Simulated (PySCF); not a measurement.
C2H6ClNSe, SMILES CN(C)[Se]Cl.

The structure is a stationary point at B3LYP-D3(BJ)/def2-SVP. Other conformers were not sampled.

Two levels are set side by side: PBE/def2-TZVP (PySCF) and HF/def2-TZVP (PySCF). Same geometry, gas phase. Differences are taken from unrounded values.

| quantity | PBE |
|---|---|
| orbital gap (eV) | 2.61 |
| highest occupied level (eV) | -5.39 |
| lowest empty level (eV) | -2.78 |
| dipole moment (D) | 3.17 |
| mean polarisability (bohr³) | 76.1 |

Question: These are the PBE values. What does HF give? (An estimate is asked for; the answer gives what the named calculation found.)

Answer: 
```tsv
quantity	HF	PBE minus HF
orbital gap (eV)	11.08	-8.47
highest occupied level (eV)	-9.55	4.16
lowest empty level (eV)	1.53	-4.31
dipole moment (D)	3.00	0.17
mean polarisability (bohr³)	69.5	6.6
```

Without exact exchange PBE keeps part of each electron's self-repulsion, which lifts occupied levels and narrows the gap. Loosely held outer electrons make PBE densities more polarisable. Differences between two approximate levels are no errors against the true value.

Rough cost on one machine, each run with all the roots and properties that it gave: HF against PBE about 1/3.
